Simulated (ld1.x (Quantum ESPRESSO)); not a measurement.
The numbers below are computed, except where a source is named.
**Hardness and transferability of assorted potentials**

Generated with ld1.x 7.5 (TM, RRKJ, ultrasoft, PAW), atompaw 4.2 or ONCVPSP 4.0.1. The cutoff is in Ry: for ld1.x and atompaw files where the sum of valence levels is converged to 10 mRy in a Bessel basis, for ONCV files where the hardest occupied wave has 1 mHa per electron of residual kinetic energy. The error is the largest all-electron minus pseudo excitation energy over each file’s own four to seven test configurations (ionisations up to +4, promotions, holes and added fractions of an electron), all of which were solved. The labels leave out finer settings (local radius, basis sizes, second energies), which also bear on the numbers. Spin-polarised tests are not counted. The rows are a selection from randomly drawn settings: files with unsolved tests, undetermined cutoffs or missed reference levels are left out.

A true bound ghost makes a file unfit for plane-wave use even where its test errors are small: the radial tests pick states by their node count and pass the ghost by.

```tsv
element	potential	cutoff (Ry)	largest error (meV)	bound ghosts
C	TM, PBE, scalar-relativistic, rc 1.20/1.85 (sp), local s, core correction yes, reference 2s2 2p1	35	+257	none
Cr	TM, LDA (PZ), scalar-relativistic, rc 0.95/1.00/1.05/1.10 (spdf), local s, core correction yes, reference 3s2 3p6 3d3 4s0 4p0	160	+114	none
Fe	TM, PBE, scalar-relativistic, rc 2.55/3.65/1.75 (spd), local p, core correction yes, reference 3d6 4s2 4p0	90	-567	s
Ge	TM semilocal, PBEsol, scalar-relativistic, rc 1.60/2.10/1.15 (spd), local p, core correction no, reference 3d10 4s2 4p1	200	+84	none
Sr	TM semilocal, PBE, scalar-relativistic, rc 2.85/2.55/3.45 (spd), local d, core correction no, reference 4p6 4d0 5s2 5p0	18	+105	none
```

Q: Fill in the row for O: TM semilocal, LDA (PZ), scalar-relativistic, rc 0.65/1.50 (sp), local s, core correction no, reference 2s2 2p4.

A: cutoff 140 Ry, largest error +708 meV, bound ghosts: none.

Q: Fill in the row for Sm: TM, PBE, fully relativistic, rc 3.60/3.65/2.75 (spd), local p, core correction yes, reference 5d1 6s1 6p0.

A: cutoff 15 Ry, largest error -77 meV, bound ghosts: none.

Q: Fill in the row for Ta: ultrasoft, PBEsol, scalar-relativistic, rc 3.10/2.70/2.85 (spd), local smoothed, core correction no, reference 5p6 5d3 6s1.5 6p0.5.

A: cutoff 12 Ry, largest error -7.9 meV, bound ghosts: none.
